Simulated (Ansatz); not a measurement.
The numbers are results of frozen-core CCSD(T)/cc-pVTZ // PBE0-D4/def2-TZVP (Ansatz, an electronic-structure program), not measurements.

Ansatz 0.2 input:
```yaml
crystal:
  periodic: [false, false, false]
  atoms:
    - { symbol: B, position_ang: [-0.474834, 1.454071, -0.527955] }
    - { symbol: B, position_ang: [0.00043, 0.000745, -0.00007] }
    - { symbol: B, position_ang: [-1.094725, -1.158007, 0.273538] }
    - { symbol: B, position_ang: [1.570127, -0.295846, 0.254488] }
    - { symbol: H, position_ang: [-0.75111, 2.321341, 0.248987] }
    - { symbol: H, position_ang: [-0.556108, 1.67675, -1.700961] }
    - { symbol: H, position_ang: [-1.408279, -1.914593, -0.599032] }
    - { symbol: H, position_ang: [-1.603302, -1.27018, 1.350976] }
    - { symbol: H, position_ang: [2.061641, -0.08481, 1.324999] }
    - { symbol: H, position_ang: [2.256159, -0.729472, -0.624972] }
basis:
  gaussian: { orbitals: cc-pVTZ }
correlation:
  method: ccsd_t
```

Output:

```
Functional definition: HF
1154 factors; integrals over basis functions are off by at most 1.1e-3 eV
mean field evaluation 1: about -2777.7109 eV, gradient 2.1e1 eV
mean field evaluation 2: about -2777.7112 eV, gradient 2.1e1 eV
mean field evaluation 4: about -2780.0059 eV, gradient 2.3e0 eV
mean field evaluation 8: about -2780.0417 eV, gradient 9.8e-4 eV
mean field evaluation 16: about -2780.0421 eV, gradient 2.0e-1 eV
mean field -2780.04173789 eV, -102.1646494873 hartree, gradient 2.6e-6 eV, S^2 0.000000; 0 other end points of the search recorded, 0 dependent functions left out
4 core orbitals not correlated
reference -2780.04173789 eV, -102.1646494873 hartree; 9, 9 occupied and 191, 191 virtual orbitals, 1154 factors
second order -10.79770705 eV of doubles, -0.00000000 eV of singles
cycle   1  -11.91088626 eV  change    -1.1e0 eV  update   8.9e-2
cycle   2  -12.32409984 eV  change   -4.1e-1 eV  update   3.0e-2
cycle   3  -12.38775950 eV  change   -6.4e-2 eV  update   1.7e-2
cycle   4  -12.38279979 eV  change    5.0e-3 eV  update   8.0e-3
cycle   5  -12.38060186 eV  change    2.2e-3 eV  update   2.9e-3
cycle   6  -12.38118432 eV  change   -5.8e-4 eV  update   9.6e-4
cycle   7  -12.38134930 eV  change   -1.6e-4 eV  update   2.7e-4
cycle   8  -12.38141323 eV  change   -6.4e-5 eV  update   1.1e-4
cycle   9  -12.38140910 eV  change    4.1e-6 eV  update   3.5e-5
cycle  10  -12.38139437 eV  change    1.5e-5 eV  update   1.2e-5
perturbative correction -0.45907695 eV, -0.0168707667 hartree
Total energy: -2792.88220921 eV, -102.6365281048 hartree
```

Cost: very roughly 100 core-seconds.
